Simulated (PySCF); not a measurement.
**Electronic absorption of Cu(NH3)Me**

Cu(NH3)Me, CH₆CuN (singlet state).
SMILES: `[CH3][Cu]<-[NH3]`

Computed, not measured: TDDFT PBE0/def2-SVPD, vertical, gas phase, core orbitals frozen in the response (PySCF). Isolated species at its PBE0-D3(BJ)/def2-SVP geometry, gas phase.

Q: Predict the UV-vis stick spectrum at this level.

A: 

```json
{"state": "S1", "E (eV)": "3.91", "E (kJ/mol)": "378", "λ (nm)": "316.8", "f": "0.080", "|μ| (D)": "2.32", "main configurations (H = HOMO, L = LUMO)": "H→L (98%)"}
{"state": "S2", "E (eV)": "4.72", "E (kJ/mol)": "456", "λ (nm)": "262.6", "f": "0.0022", "|μ| (D)": "0.35", "main configurations (H = HOMO, L = LUMO)": "H-2/H-1→L (≥86%)"}
{"state": "S3", "E (eV)": "4.72", "E (kJ/mol)": "456", "λ (nm)": "262.6", "f": "0.0022", "|μ| (D)": "0.35", "main configurations (H = HOMO, L = LUMO)": "H-2/H-1→L (≥86%)"}
{"state": "S4", "E (eV)": "4.80", "E (kJ/mol)": "464", "λ (nm)": "258.1", "f": "0.0001", "|μ| (D)": "0.07", "main configurations (H = HOMO, L = LUMO)": "H-3→L (89%)"}
{"state": "S5", "E (eV)": "4.80", "E (kJ/mol)": "464", "λ (nm)": "258.1", "f": "0.0001", "|μ| (D)": "0.07", "main configurations (H = HOMO, L = LUMO)": "H-4→L (89%)"}
{"state": "S6", "E (eV)": "4.99", "E (kJ/mol)": "481", "λ (nm)": "248.7", "f": "0.156", "|μ| (D)": "2.87", "main configurations (H = HOMO, L = LUMO)": "H→L+1/L+2 (≥93%)"}
{"state": "S7", "E (eV)": "4.99", "E (kJ/mol)": "481", "λ (nm)": "248.6", "f": "0.156", "|μ| (D)": "2.87", "main configurations (H = HOMO, L = LUMO)": "H→L+1/L+2 (≥93%)"}
{"state": "S8", "E (eV)": "5.44", "E (kJ/mol)": "525", "λ (nm)": "227.7", "f": "0.025", "|μ| (D)": "1.10", "main configurations (H = HOMO, L = LUMO)": "H→L+3 (83%), H-5→L (14%)"}
{"state": "S9", "E (eV)": "5.63", "E (kJ/mol)": "543", "λ (nm)": "220.3", "f": "0.037", "|μ| (D)": "1.31", "main configurations (H = HOMO, L = LUMO)": "H-5→L (84%), H→L+3 (14%)"}
{"state": "S10", "E (eV)": "5.90", "E (kJ/mol)": "570", "λ (nm)": "210.0", "f": "0.0000", "|μ| (D)": "0.00", "main configurations (H = HOMO, L = LUMO)": "H-3→L+1/L+2 (≥34%), H-4→L+1/L+2 (≥20%)"}
{"state": "S11", "E (eV)": "5.91", "E (kJ/mol)": "570", "λ (nm)": "209.9", "f": "0.0001", "|μ| (D)": "0.08", "main configurations (H = HOMO, L = LUMO)": "H-3→L+1/L+2 (≥40%), H-4→L+1/L+2 (≥23%)"}
{"state": "S12", "E (eV)": "5.94", "E (kJ/mol)": "573", "λ (nm)": "208.6", "f": "0.0002", "|μ| (D)": "0.09", "main configurations (H = HOMO, L = LUMO)": "H-2/H-1→L+1/L+2 (≥82%)"}
{"state": "S13", "E (eV)": "5.94", "E (kJ/mol)": "573", "λ (nm)": "208.6", "f": "0.0002", "|μ| (D)": "0.10", "main configurations (H = HOMO, L = LUMO)": "H-2/H-1→L+1/L+2 (≥82%)"}
{"state": "S14", "E (eV)": "5.97", "E (kJ/mol)": "576", "λ (nm)": "207.5", "f": "0.0000", "|μ| (D)": "0.00", "main configurations (H = HOMO, L = LUMO)": "H-2/H-1→L+1/L+2 (≥61%), H-4→L+1/L+2 (≥8%)"}
```

Triplets (Tamm–Dancoff): T1 3.37 eV, H→L (92%); T2 4.38 eV, H→L+1/L+2 (≥87%); T3 4.38 eV, H→L+1/L+2 (≥87%).

The lowest singlet comes at 317 nm (378 kJ/mol) in the ultraviolet; it is of moderate strength; its leading configuration is HOMO→LUMO (98%). The strongest level in the table is S6/S7 at 4.99 eV (249 nm, f = 0.312 summed). S2/S3, S4/S5, S6/S7, S10/S11 and S12/S13 lie within about 0.01 eV of each other in each set. For S1 the Löwdin share of copper is 50% in HOMO and 47% in LUMO; for S6 the Löwdin share of copper is 50% in HOMO and 75% in LUMO+1. Weighted by f, the mean energy of these states is 4.87 eV. Of the 14 states listed, 5 reach f = 0.01 and 7 stay under 0.0005. The listed states span 2.06 eV, and the widest gap between neighbours is 0.81 eV (S1 to S2). No computed singlet lies in the visible range (380 to 750 nm); the lowest, at 317 nm, stands 0.65 eV above its violet end (3.26 eV). Orbitals of the list HOMO-3 to LUMO+2 that lie within 0.01 eV of each other are written together with a slash and their weights summed (≥ marks a lower bound); for degenerate orbitals outside that list single weights are arbitrary. The window holds the lowest 15 singlets. The highest level found (6.05 eV, f 0.020 so far) is left out, since the window may have cut off a degenerate partner.
